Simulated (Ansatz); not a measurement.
One change: `OC[SeH]` becomes `N=COC[SeH]`.

Ansatz, PBE0-D4/def2-TZVP geometries, multiplicity 1. Each molecule was computed in one conformer, which needn't be the lowest.

Scalar relativity is left out up to krypton. Spin–orbit coupling is left out; it splits and shifts lone-pair levels of the heavy atoms by tenths of an eV.

```csv
property,`OC[SeH]`
LUMO energy (PBE0/def2-TZVPP) / eV,-0.10
HOMO energy (PBE0/def2-TZVPP) / eV,-6.86
size of the dipole moment (ωB97M-V/def2-TZVPP) / D,1.65
LUMO energy (B3LYP/def2-TZVPP) / eV,-0.40
LUMO energy (ωB97M-V/def2-TZVPP) / eV,1.66
size of the dipole moment (PBE/def2-TZVPP) / D,1.60
```

(1) What does the change do to each property? (An estimate is asked.)

Answers

(1) Computed: 
```
                                          property  `N=COC[SeH]`  shift
                LUMO energy (PBE0/def2-TZVPP) / eV         -0.32  -0.22
                HOMO energy (PBE0/def2-TZVPP) / eV         -7.15  -0.29
size of the dipole moment (ωB97M-V/def2-TZVPP) / D          1.65   0.00
               LUMO energy (B3LYP/def2-TZVPP) / eV         -0.60  -0.20
             LUMO energy (ωB97M-V/def2-TZVPP) / eV          1.51  -0.15
    size of the dipole moment (PBE/def2-TZVPP) / D          1.63   0.03
```

With PBE0 the HOMO falls by 0.29 eV and the LUMO falls by 0.22 eV, so the gap widens by about 0.07 eV. PBE moves the HOMO by -0.28 eV and ωB97M-V by -0.28 eV. Dipoles are sizes alone; their direction can turn.

B3LYP here is the variant with VWN-RPA as its local correlation; programs differ in this.
